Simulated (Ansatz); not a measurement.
Zn8H22S8. Charge 0, multiplicity 1. Geometry PBE-D4/def2-SVP; atoms count from 1.

```xyz
38

Zn    3.883    1.294    2.379
S     3.861   -1.770    0.863
S     2.668    1.148   -0.278
Zn    1.609    0.239   -2.261
Zn    1.428   -2.430    1.178
S     0.663   -1.772   -1.040
S    -0.562    1.280   -2.561
Zn   -3.477    1.591   -2.805
Zn   -1.716   -2.300   -1.041
S    -2.194   -1.522   -3.411
Zn    1.338    1.857    1.555
S     0.469   -0.409    2.186
S    -0.341    3.234    0.664
Zn   -1.813    1.983   -0.669
Zn   -1.848   -0.792    2.569
S    -2.239   -0.298    0.274
H     4.971    2.390    2.128
H     3.456   -0.191    2.810
H     4.068   -2.851    0.028
H     4.278   -2.488    1.944
H     3.022    2.377   -0.745
H     2.477   -0.149   -3.509
H     1.240   -3.832    1.837
H     1.130   -2.825   -1.766
H    -0.170    2.507   -3.000
H    -3.552    2.726   -3.880
H    -3.807    0.101   -2.310
H    -2.341   -3.689   -0.698
H    -1.532   -2.620   -3.927
H    -3.388   -2.179   -3.468
H     2.239    2.264    2.829
H     1.081   -0.486    3.400
H    -1.101    3.532    1.755
H    -1.883    1.722    2.815
H    -3.287    2.493   -1.079
H    -2.702   -1.316    3.745
H    -2.339    1.480    3.391
H    -3.590   -0.300    0.099
```

Single mean-field runs in def2-SVP are fitted with def2-universal-jkfit. In the singlet geometry the species has come apart into loosely held pieces. In the singlet, H34 and H37 lie 0.77 Å apart (atoms count from 1), so H2 has formed as a molecule.

Q: Estimate the Mulliken populations of the heavy atoms from the PBE0/def2-SVP orbitals of Ansatz.

A: 
```
atom  charge (e)  d electrons
 Zn1        0.34         9.93
  S2       -0.04            –
  S3       -0.41            –
 Zn4        0.44         9.95
 Zn5        0.41         9.95
  S6       -0.43            –
  S7       -0.41            –
 Zn8        0.35         9.93
 Zn9        0.41         9.95
 S10       -0.04            –
Zn11        0.44         9.94
 S12       -0.41            –
 S13       -0.35            –
Zn14        0.44         9.94
Zn15        0.45         9.94
 S16       -0.41            –
```
Mulliken values depend strongly on the basis.

Q: And the Mayer bond orders between heavy atoms (over 0.3)?

A: S2–Zn5 0.40 (2.54 Å); S3–Zn4 0.46 (2.43 Å); S3–Zn11 0.55 (2.37 Å); Zn4–S6 0.30 (2.54 Å); Zn4–S7 0.46 (2.43 Å); Zn5–S6 0.44 (2.44 Å); Zn5–S12 0.41 (2.45 Å); S6–Zn9 0.44 (2.44 Å); S7–Zn14 0.55 (2.37 Å); Zn9–S10 0.40 (2.54 Å); Zn9–S16 0.41 (2.45 Å); Zn11–S12 0.34 (2.51 Å); Zn11–S13 0.59 (2.35 Å); S12–Zn15 0.51 (2.38 Å); S13–Zn14 0.59 (2.35 Å); Zn14–S16 0.34 (2.50 Å); Zn15–S16 0.51 (2.38 Å).
